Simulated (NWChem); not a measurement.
System: C2H5BF2O; SMILES FB(CCO)F

Here is an NWChem input.

```
start job
memory heap 200 mb stack 700 mb global 900 mb
geometry units angstroms noautosym nocenter noautoz
  O      0.134342     2.724295     0.086988
  C     -0.418118     1.424791    -0.072213
  C      0.625597     0.309191     0.046080
  B      0.049421    -1.149513     0.015884
  F     -1.257823    -1.391534     0.022005
  F      0.846916    -2.211309    -0.008531
  H      0.785227     2.858084    -0.619429
  H     -0.959475     1.337122    -1.028059
  H     -1.163400     1.328185     0.722981
  H      1.187773     0.441130     0.983028
  H      1.380535     0.401346    -0.750651
end
basis spherical
  * library def2-svp
end
dft
  xc b3lyp
  iterations 150
end
property
  efieldgrad
end
task dft property
```

Output (shortened):

```
             Northwest Computational Chemistry Package (NWChem) 7.3.0
             --------------------------------------------------------

                             Geometry "geometry" -> ""
                             -------------------------

 Output coordinates in angstroms (scale by  1.889725989 to convert to a.u.)

  No.       Tag          Charge          X              Y              Z
 ---- ---------------- ---------- -------------- -------------- --------------
    1 O                    8.0000     0.13434200     2.72429500     0.08698800
    2 C                    6.0000    -0.41811800     1.42479100    -0.07221300
    3 C                    6.0000     0.62559700     0.30919100     0.04608000
    4 B                    5.0000     0.04942100    -1.14951300     0.01588400
    5 F                    9.0000    -1.25782300    -1.39153400     0.02200500
    6 F                    9.0000     0.84691600    -2.21130900    -0.00853100
    7 H                    1.0000     0.78522700     2.85808400    -0.61942900
    8 H                    1.0000    -0.95947500     1.33712200    -1.02805900
    9 H                    1.0000    -1.16340000     1.32818500     0.72298100
   10 H                    1.0000     1.18777300     0.44113000     0.98302800
   11 H                    1.0000     1.38053500     0.40134600    -0.75065100

 Effective nuclear repulsion energy (a.u.)     225.9940626984

                              NWChem Property Module
                              ----------------------

  itol2e modified to match energy
  convergence criterion.

                                 NWChem DFT Module
                                 -----------------

 Summary of "ao basis" -> "ao basis" (spherical)
 ------------------------------------------------------------------------------
       Tag                 Description            Shells   Functions and Types
 ---------------- ------------------------------  ------  ---------------------
 O                          def2-svp                 6       14   3s2p1d
 C                          def2-svp                 6       14   3s2p1d
 B                          def2-svp                 6       14   3s2p1d
 F                          def2-svp                 6       14   3s2p1d
 H                          def2-svp                 3        5   2s1p

  itol2e modified to match energy
  convergence criterion.

[...]

          -----------------------
          Electric field gradient
          -----------------------

 1 a.u. = 0.324123 10**(16) esu/cm**3  ( or statvolts/cm**2 ) = 0.97174 10**(22) v/m**2

 ------------------------------------------------------------
   Atom      X         Y         Z
 ------------------------------------------------------------
    1 O    0.25387   5.14817   0.16438
 ------------------------------------------------------------

 Electric field gradient in molecular frame (a.u.)
         XX             YY             ZZ             XY             XZ             YZ
 ------------------------------------------------------------------------------------------
        0.204883      -0.559985       0.355102      -1.283808       1.239133      -0.060539

 Principal components (a.u.) and orientation
 of principal axis w.r.t. absolute frame                      Asymmetry parameter eta
 --------------------------------------------------------------------------------------
        1.910730      -1.785990      -0.124740                       0.869432

        0.714359       0.653333      -0.250694
       -0.385498       0.666396       0.638207
        0.584023      -0.359267       0.727904

 ------------------------------------------------------------
   Atom      X         Y         Z
 ------------------------------------------------------------
    2 C   -0.79013   2.69246  -0.13646
 ------------------------------------------------------------

 Electric field gradient in molecular frame (a.u.)
         XX             YY             ZZ             XY             XZ             YZ
 ------------------------------------------------------------------------------------------
        0.052221      -0.237686       0.185465      -0.146165      -0.041983      -0.032117

 Principal components (a.u.) and orientation
 of principal axis w.r.t. absolute frame                      Asymmetry parameter eta
 --------------------------------------------------------------------------------------
       -0.302895       0.197909       0.104986                       0.306785

        0.388395      -0.307113       0.868810
        0.916719       0.032926      -0.398173
        0.093678       0.951103       0.294325

 ------------------------------------------------------------
   Atom      X         Y         Z
 ------------------------------------------------------------
    3 C    1.18221   0.58429   0.08708
 ------------------------------------------------------------

 Electric field gradient in molecular frame (a.u.)
         XX             YY             ZZ             XY             XZ             YZ
 ------------------------------------------------------------------------------------------
       -0.027466       0.097264      -0.069798       0.049401       0.011824       0.014096

 Principal components (a.u.) and orientation
 of principal axis w.r.t. absolute frame                      Asymmetry parameter eta
 --------------------------------------------------------------------------------------
        0.116053      -0.072889      -0.043164                       0.256132

        0.330872      -0.241401       0.912277
        0.939153      -0.010300      -0.343346
        0.092280       0.970371       0.223304

 ------------------------------------------------------------
   Atom      X         Y         Z
 ------------------------------------------------------------
    4 B    0.09339  -2.17226   0.03002
 ------------------------------------------------------------

[...]
```

Level: B3LYP/def2-SVP. All runs use the structure optimised with B3LYP/6-31G* (spherical d). NWChem prints the field gradient with the sign opposite to the second derivative of the potential.
